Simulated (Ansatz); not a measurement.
The first iterations of a band of BrCl₃FH₂OTa (9 atoms, charge 0, multiplicity 1).

The calculation used RKS PBE/def2-SVP (Ansatz).

| Property | Result |
| --- | --- |
| movable images | 5 |
| climbing image | yes |
| spring | 5.0 eV/Å² |
| optimiser | quadratic models (default) |
| start path | through a guess of the saddle point |
| force threshold | 0.5 eV/Å |
| iteration limit | 60 |
| end points | relaxed |

First end point:

```xyz
9
Properties=species:S:1:pos:R:3
Ta -0.136 -0.022 0.159
F 1.668 -0.576 0.412
Cl -0.359 -0.180 2.509
Cl 0.439 0.468 -2.065
Cl -1.750 1.684 0.140
O -1.105 -1.576 -0.199
H -1.621 -2.210 0.329
Br 1.558 2.571 0.849
H 2.781 1.817 0.950
```

Last end point:

```xyz
9
Properties=species:S:1:pos:R:3
Ta -0.295 0.529 0.212
F 1.830 -0.503 0.496
Cl -0.474 0.176 2.547
Cl 0.395 0.753 -2.019
Cl -2.246 1.693 -0.016
O -0.789 -1.267 -0.050
H -0.643 -2.125 0.387
Br 1.449 2.364 0.823
H 2.247 0.358 0.705
```

| iteration | highest image above the first end (eV) | largest band force component (eV/Å) |
| --- | --- | --- |
| 1 | 4.474 | 11.541 |
| 2 | 2.815 | 2.717 |

Q: Does the band converge within its limit, and where does its top end?

A: The run converged. It ended after 6 iterations with the highest image 0.543 eV above the first end. The threshold of 0.5 eV/Å is loose, so the images may lie well off the minimum-energy path. The order of the stationary point at the top wasn't checked. Another band between the same ends, with other settings, climbed to 0.347 eV only, so this may not be the lowest route. The orbitals stay closed-shell, which can raise the energy where a bond breaks towards radicals; this wasn't checked here.

The run took 2 min on 4 threads of Arm Neoverse V1, with other jobs on the host, peak memory 0.28 GiB.
